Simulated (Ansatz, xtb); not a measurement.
## Two structures of CH2NSn

We compare X, a doublet given by its coordinates, with Y, a doublet given by its coordinates. Both are isolated molecules in the gas phase, relaxed with B3LYP-D3(BJ)/def2-SVP.

X (Å):

```xyz
5

C    -2.2938   -0.8841    1.8181
N    -1.1610   -1.1309    1.2786
Sn   -3.0858   -2.0134    0.0821
H    -2.4198   -0.3138    2.7591
H    -0.2847   -0.8032    1.7030
```

Close contacts (Å): C1–N2 1.28, C1–Sn3 2.22, N2–Sn3 2.43, C1–H4 1.11, N2–H5 1.03.

Y (Å):

```xyz
5

C    -2.1266   -0.5466    1.2472
N    -1.5680   -1.5660    1.7369
Sn   -0.6825   -3.1818    2.5131
H    -1.8034   -0.0959    0.2866
H    -2.9760   -0.0372    1.7467
```

Close contacts (Å): C1–N2 1.26, N2–Sn3 2.00, C1–H4 1.11, C1–H5 1.11.

Question: Estimate E(Y) − E(X) at the level CCSD(T)/def2-SVP.

Answer: Calculated at CCSD(T)/def2-SVP: E(Y) − E(X) = −13.4 kcal/mol, so structure Y lies lower.

Level by level:

```
                level               geometry  E(Y) − E(X) (kcal/mol)  departure from the last row (kcal/mol)  job, with rough time for the two
             GFN2-xTB               GFN2-xTB                     −27.7                                   −14.3               optimisation, 0.2 s
            HF/STO-3G               GFN2-xTB                     −24.8                                   −11.5               single point, 4.6 s
   r2SCAN-D4/def2-SVP               GFN2-xTB                     −13.8                                    −0.4               single point, 6.3 s
B3LYP-D3(BJ)/def2-SVP  B3LYP-D3(BJ)/def2-SVP                     −14.7                                    −1.4                optimisation, 68 s
          HF/def2-SVP  B3LYP-D3(BJ)/def2-SVP                     −12.9                                    +0.4           part of the CCSD(T) run
         MP2/def2-SVP  B3LYP-D3(BJ)/def2-SVP                      −9.6                                    +3.8           part of the CCSD(T) run
     CCSD(T)/def2-SVP  B3LYP-D3(BJ)/def2-SVP                     −13.4                                                        single point, 25 s
```

None of the levels shown reverses the order. The largest departure from CCSD(T)/def2-SVP is that of GFN2-xTB, 14.3 kcal/mol.

With harmonic frequencies from B3LYP-D3(BJ)/def2-SVP (ideal gas, rigid rotor, one conformer each, 400 K, 1 atm): the zero-point term adds −0.5 kcal/mol; ΔH is −13.6 and ΔG −13.2 kcal/mol.

Open shells are spin-unrestricted, with notable spin contamination under HF/STO-3G, HF/def2-SVP, MP2/def2-SVP, CCSD(T)/def2-SVP. The correlated steps freeze 6 core orbitals; the filled d shell of Sn is correlated, in a basis made for valence electrons. Atoms past krypton carry core potentials in the def2 sets, other sets are all-electron and non-relativistic, and no spin–orbit term is included. Programs: Ansatz 0.2.0, xtb 6.7.1; the last row on 1 thread of Intel(R) Xeon(R) Platinum 8259CL CPU @ 2.50GHz (Skylake/Cascade Lake) on a shared host.
